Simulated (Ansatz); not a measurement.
Results of the Gaussian-basis code of Ansatz.

A structure relaxed at PBE0-D4/def2-TZVP, charge 0, multiplicity 1:

| atom | x (Å) | y (Å) | z (Å) |
| --- | --- | --- | --- |
| C1 | 0.427 | -0.222 | -1.529 |
| Se2 | -0.001 | 1.437 | -0.562 |
| Ti3 | -0.422 | 0.285 | 1.487 |
| F4 | 1.030 | -0.598 | 1.910 |
| F5 | -1.693 | -0.882 | 1.190 |
| F6 | -0.859 | 1.496 | 2.661 |
| H7 | 0.664 | 0.074 | -2.549 |
| H8 | 1.290 | -0.705 | -1.077 |
| H9 | -0.436 | -0.886 | -1.531 |

Give its formula and SMILES.

CH3F3SeTi, `C[Se][Ti]([F])([F])[F]`.

Point group (tolerance 0.08 Å, 0.16 Å for H)?

Cs.

Summarise the bond lengths by kind.

1 × C–Se 1.967 Å; 3 × C–H 1.088 Å; 1 × Se–Ti 2.389 Å; 3 × F–Ti 1.742 to 1.751 Å.
